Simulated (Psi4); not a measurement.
Approach curve of the dimer CH2O2 ··· CS2 (SMILES O=CO and S=C=S). Monomers: optimised at B3LYP-D3(BJ) (def2-TZVP), held rigid. Orientation: lowest of the rigid-body minima from ten starts at GFN2-xTB. Only R, the distance of the centres of mass, is varied, so the lowest point isn't the relaxed dimer.

Computed with: PBE/def2-TZVP, counterpoise-corrected (Psi4); PBE-D3(BJ)/def2-TZVP, counterpoise-corrected (Psi4); SAPT0/jun-cc-pVDZ, frozen core (Psi4).

Interaction energies in kJ/mol; the last columns give the difference from SAPT0:

```
R / Å  PBE/def2-TZVP  PBE-D3(BJ)/def2-TZVP  SAPT0/jun-cc-pVDZ  PBE/def2-TZVP − SAPT0/jun-cc-pVDZ  PBE-D3(BJ)/def2-TZVP − SAPT0/jun-cc-pVDZ
-----  -------------  --------------------  -----------------  ---------------------------------  ----------------------------------------
2.81           59.78                 49.37              55.90                               3.87                                     -6.54
3.00           27.38                 17.87              21.83                               5.55                                     -3.96
3.24            7.83                 -0.42               2.14                               5.69                                     -2.55
3.42            1.32                 -5.95              -3.88                               5.20                                     -2.07
3.59           -1.54                 -7.91              -6.11                               4.57                                     -1.80
3.83           -2.86                 -8.04              -6.50                               3.64                                     -1.54
4.11           -2.72                 -6.68              -5.41                               2.69                                     -1.27
4.39           -2.07                 -5.04              -4.04                               1.97                                     -1.00
4.90           -0.98                 -2.69              -2.15                               1.17                                     -0.54
5.61           -0.19                 -0.99              -0.86                               0.67                                     -0.13
6.59            0.07                 -0.23              -0.25                               0.33                                      0.02
7.95            0.06                 -0.03              -0.04                               0.11                                      0.01
```

PBE/def2-TZVP is furthest from SAPT0/jun-cc-pVDZ at 3.24 (5.69 kJ/mol, above); its mean absolute difference over the points is 2.96 kJ/mol.

PBE-D3(BJ)/def2-TZVP is furthest from SAPT0/jun-cc-pVDZ at 2.81 (-6.54 kJ/mol, below); its mean absolute difference over the points is 1.79 kJ/mol.
